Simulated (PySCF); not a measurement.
SnHMe2Br, C2H7BrSn.
Structure used (PBE0-D3(BJ)/def2-SVP), in Å, numbered top down from 1:
```
atom  x, y, z in Å
Sn1   -0.258   -0.437    0.524
H2    -0.406   -0.670    2.218
C3     1.764   -0.563   -0.168
H4     2.376    0.249    0.251
H5     1.770   -0.499   -1.265
H6     2.184   -1.531    0.136
C7    -1.364    1.251   -0.191
H8    -2.405    1.168    0.149
H9    -1.345    1.250   -1.289
H10   -0.932    2.190    0.183
Br11  -1.384   -2.408   -0.549
```

Method: PySCF, PBE0-D3(BJ)/def2-SVP geometry optimisation, gas phase, def2 core potentials past Kr.

**Question.** Which atoms are bound to Sn1, and at what distances?

**Answer.** 4 atoms: H2 1.716 Å, C3 2.140 Å, C7 2.141 Å, Br11 2.511 Å. The nearest atom not counted as bound is H9, at 2.70 Å (others tie with it).

**Question.** List the angles at Sn1.

**Answer.** 
```json
{"angle": "C3–Sn1–C7", "degrees": "115.3", "distance of the outer atoms (Å)": "3.62"}
{"angle": "H2–Sn1–C3", "degrees": "113.1", "distance of the outer atoms (Å)": "3.23"}
{"angle": "H2–Sn1–C7", "degrees": "113.1", "distance of the outer atoms (Å)": "3.23"}
{"angle": "H2–Sn1–Br11", "degrees": "106.0", "distance of the outer atoms (Å)": "3.41"}
{"angle": "C7–Sn1–Br11", "degrees": "104.1", "distance of the outer atoms (Å)": "3.68"}
{"angle": "C3–Sn1–Br11", "degrees": "103.8", "distance of the outer atoms (Å)": "3.67"}
```

**Question.** What is the shape at Sn1?

**Answer.** Distorted tetrahedral: angles from 103.8° to 115.3°; τ4 = (360° − α − β)/141° = 0.93 with α and β the two widest (0 for a square, 1 for a tetrahedron).

**Question.** What are the other bond lengths?

**Answer.** C3–H4 and 5 like bonds 1.099 Å.

**Question.** What are the rotational constants (commonest isotopes, rigid rotor)?

**Answer.** A = 3691, B = 1260, C = 1059 MHz: an asymmetric top.

Charge 0, singlet. PBE0-D3(BJ)/def2-SVP frequencies: not computed here.
